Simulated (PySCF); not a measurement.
## Dipole response of Cs³⁹⁺ (caesium, charge +39)

[Ne] 3s2 3p4, high-spin 3P determinant. Calculation: PySCF 2.14, in an uncontracted even-tempered set (18 s from 6.6 bohr⁻², ratio 2.5; 12 p from 8.6 bohr⁻², ratio 2.5; 5 d from 38 bohr⁻², ratio 2.7; 4 f from 57 bohr⁻², ratio 2.7); scalar relativity by spin-free X2C-1e. Coupled (time-dependent) response in atomic units; α is the mean over directions.

```
method  mean α (bohr³)                  α xx, yy, zz  C₆ (like pair)      S(−4)
   UHF        0.007611  0.009382, 0.004070, 0.009382       0.0005293  9.524e-05
  PBE0        0.007562  0.009284, 0.004118, 0.009284       0.0005236  9.594e-05
```

S(−4) is the Cauchy moment in α(ω) = α(0) + S(−4) ω² + …

Spin-orbit coupling is absent.

α(iu) at PBE0:

| u (hartree) | α(iu) (bohr³) |
| --- | --- |
| 0 | 0.007562 |
| 1.00 | 0.007468 |
| 2.00 | 0.007206 |
| 4.00 | 0.006390 |
| 6.00 | 0.005497 |
| 8.00 | 0.004708 |
| 10.0 | 0.004053 |
| 15.0 | 0.002896 |
| 20.0 | 0.002189 |
| 30.0 | 0.001441 |
| 50.0 | 0.0008699 |

A single London oscillator, α(iu) = α/(1 + u²/ω²), gives C₆ = (3/4) ω α². Matching the computed C₆ needs ω = 4 × 0.0005236 / (3 × 0.007562²) = 12.2 hartree.

For an ion, C₆ is the dispersion term alone; charge-induced terms of lower order in 1/R come first.

The components differ because the open shell of this determinant is not spherical; for a pure term their mean is the scalar polarisability.

Spin-orbit coupling is strong in this species (close to jj coupling), so the high-spin LS determinant is a model state, not a physical level.
